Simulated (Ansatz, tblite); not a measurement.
Spin states of LiPt3 (the lowest doublet isomer of a short search), each relaxed with PBE-D4/def2-TZVP in Ansatz. Electronic energies in the gas phase.

In the def2 sets Pt takes a core potential; there is no spin–orbit coupling. The xTB rows come from tblite. B3LYP takes the VWN-RPA correlation. HSE06 is defined as in plane-wave codes, on full-range PBE exchange. Correlated methods freeze no core orbitals; core or outer-core shells of Li, Pt are correlated, in sets that lack core-valence functions. The rows differ in basis, and correlated rows in double-zeta sets carry the largest basis error. In CCSD on the charge 0 doublet the largest single amplitude is 0.21, so its Hartree–Fock determinant may place the open shell otherwise than the density functionals do. HOMO above LUMO, or a gap near zero within one spin, warns that the state may not be the lowest or that an electron is smeared out. The structure comes from a short search, and lower isomers may exist.

Doublet geometry (C3v within 0.1 Å):

Cartesian coordinates in Å:
```
Li 0.164 1.497 0.144
Pt -0.354 -0.604 1.384
Pt 1.331 -0.605 -0.518
Pt -1.141 -0.288 -1.010
```

Quartet geometry:

```xyz
4

Li    0.848   -1.279   -0.086
Pt    0.723    1.143   -0.728
Pt   -0.190    0.389    1.503
Pt   -1.382   -0.253   -0.689
```

⟨S²⟩: doublet 0.80 at PBE0-D4/def2-TZVP (pure 0.75), quartet 3.80 at PBE0-D4/def2-TZVP (pure 3.75).

Run but left out: HF/def2-SVP, HF/def2-TZVP, MP2/def2-SVP, MP2/def2-TZVP (doublet: ⟨S²⟩ 1.08 to 1.16, where a pure state has 0.75).

Only these spin states were relaxed. Higher spins weren't run and may lie lower.

```json
{"level": "GFN1-xTB", "quartet − doublet (kcal/mol)": "24.4", "lowest of these": "doublet", "remarks": "–"}
{"level": "GFN2-xTB", "quartet − doublet (kcal/mol)": "26.9", "lowest of these": "doublet", "remarks": "–"}
{"level": "LDA (SPW92)/def2-TZVP", "quartet − doublet (kcal/mol)": "15.1", "lowest of these": "doublet", "remarks": "gap within one spin near zero (quartet)"}
{"level": "r2SCAN-D4/def2-TZVP", "quartet − doublet (kcal/mol)": "13.3", "lowest of these": "doublet", "remarks": "spin-contaminated (⟨S²⟩ 0.83) (doublet)"}
{"level": "B3LYP-D4/def2-TZVP", "quartet − doublet (kcal/mol)": "18.9", "lowest of these": "doublet", "remarks": "–"}
{"level": "PBE0-D4/def2-TZVP", "quartet − doublet (kcal/mol)": "19.1", "lowest of these": "doublet", "remarks": "–"}
{"level": "HSE06-D4/def2-TZVP", "quartet − doublet (kcal/mol)": "18.9", "lowest of these": "doublet", "remarks": "–"}
{"level": "CAM-B3LYP-D4/def2-TZVP", "quartet − doublet (kcal/mol)": "20.8", "lowest of these": "doublet", "remarks": "–"}
{"level": "B2PLYP/def2-TZVP", "quartet − doublet (kcal/mol)": "22.7", "lowest of these": "doublet", "remarks": "spin-contaminated (⟨S²⟩ 0.88) (doublet)"}
{"level": "RPA@PBE/def2-TZVP", "quartet − doublet (kcal/mol)": "10.8", "lowest of these": "doublet", "remarks": "–"}
{"level": "CCSD/def2-SVP", "quartet − doublet (kcal/mol)": "19.0", "lowest of these": "doublet", "remarks": "large T1 (0.058) (quartet), spin-contaminated (⟨S²⟩ 1.08) (doublet), spin-contaminated (⟨S²⟩ 3.92) (quartet)"}
{"level": "CCSD(T)/def2-SVP", "quartet − doublet (kcal/mol)": "19.6", "lowest of these": "doublet", "remarks": "large T1 (0.058) (quartet), spin-contaminated (⟨S²⟩ 1.08) (doublet), spin-contaminated (⟨S²⟩ 3.92) (quartet)"}
```

The xTB methods have no spin-polarisation term.
